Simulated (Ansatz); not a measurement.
Basis sets compared for Ge(NH2)2 (GeN2H4). Charge 0, multiplicity 1. Geometry r2SCAN-D4/def2-TZVP. Ansatz on 4 threads of Arm Neoverse V1 on a shared host; times are rough, and most runs start from earlier orbitals.

Cartesian coordinates in Å:
```
Ge -0.0322 -0.8927 0.8637
N 0.1044 0.9271 1.0029
H 0.1732 1.3766 1.9019
H 0.1232 1.5915 0.2424
N -0.1067 -0.9677 -0.9635
H -0.1875 -1.8488 -1.4452
H -0.0743 -0.1859 -1.6022
```

The 6-31G sets use Cartesian d functions. B3LYP takes the VWN-RPA correlation.

Binding counts from free atoms (Ge triplet, N quartet, H doublet) in the same basis, without a counterpoise term.

```tsv
level	functions	energy (Eh)	HOMO (eV)	LUMO (eV)	binding per atom (eV)	wall time
HF/STO-3G	32	-2161.5674	-6.41	6.78	2.44	0.15 s
HF/6-31G	55	-2186.2544	-9.19	2.38	1.95	0.3 s
PBE-D4/def2-SVP	80	-2188.1512	-5.25	-1.07	3.43	0.65 s
B3LYP-D4/6-31G	55	-2188.6275	-6.31	-0.56	3.28	0.65 s
PBE0-D4/def2-SVP	80	-2188.2084	-6.66	-0.35	3.32	1.1 s
```

Q: Estimate the rows for HF/def2-TZVP, PBE-D4/def2-TZVP, B3LYP-D4/def2-TZVP, PBE0-D4/def2-TZVP.

A: 
| level | functions | energy (Eh) | HOMO (eV) | LUMO (eV) | binding per atom (eV) | wall time |
| --- | --- | --- | --- | --- | --- | --- |
| HF/def2-TZVP | 134 | -2186.6724 | -9.27 | 2.43 | 2.13 | 1.9 s |
| PBE-D4/def2-TZVP | 134 | -2188.5518 | -5.54 | -1.34 | 3.45 | 2.4 s |
| B3LYP-D4/def2-TZVP | 134 | -2189.0537 | -6.64 | -0.81 | 3.39 | 3.6 s |
| PBE0-D4/def2-TZVP | 134 | -2188.6061 | -6.83 | -0.59 | 3.34 | 3.2 s |
